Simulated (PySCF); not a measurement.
## Working out the ionisation energy of Ne⁺

Ne⁺ [He] 2s2 2p5 (2P) → Ne²⁺ [He] 2s2 2p4 (3P). Computed with PySCF 2.14 in def2-TZVP (5s3p2d1f, 31 functions), with the non-relativistic Hamiltonian (point nucleus). Frozen: 1s2. Energies in hartree (1 hartree = 27.21139 eV):

```
            part  Ne⁺ (lower)  Ne²⁺ (upper)
             UHF  -127.818505   -126.374823
CCSD correlation    -0.205547     -0.154954
             (T)    -0.002237     -0.001389
```

Problem. What does Hartree-Fock give?

Solution. (-126.374823) − (-127.818505) = 1.443682 hartree = 39.285 eV.

Problem. What do CCSD and CCSD(T) give?

Solution. The CCSD correlation energies differ by 0.050593 hartree = 1.377 eV and the triples by 0.000848 hartree = 0.023 eV, so CCSD gives 40.662 eV and CCSD(T) 40.685 eV.

Reference: 40.963 eV (measured; NIST Atomic Spectra Database, ionization energies), between the lowest levels; spin-orbit coupling is absent from the calculation.

What remains against the reference includes basis incompleteness, the frozen core and higher excitations.
